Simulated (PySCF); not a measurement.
thionyl fluoride (F2OS), SMILES O=S(F)F.

The structure is a stationary point at B3LYP-D3(BJ)/def2-TZVP.

All values below come from PySCF with PBE/def2-TZVPD.

The total energy is -672.82138 hartree and the point group comes out as Cs. The highest occupied level is -8.31 eV and the lowest empty level is -2.50 eV. The orbital gap comes out as 5.81 eV, the dipole moment is 1.48 D and the quadrupole, principal values (traceless, Buckingham form, about the centre of nuclear charge) comes out as -2.70, 0.45, 2.25 D·Å. The mean static polarisability is 28.2 bohr³ (4.18 Å³) and the polarisability, principal values is 24.4, 28.4, 31.9 bohr³.
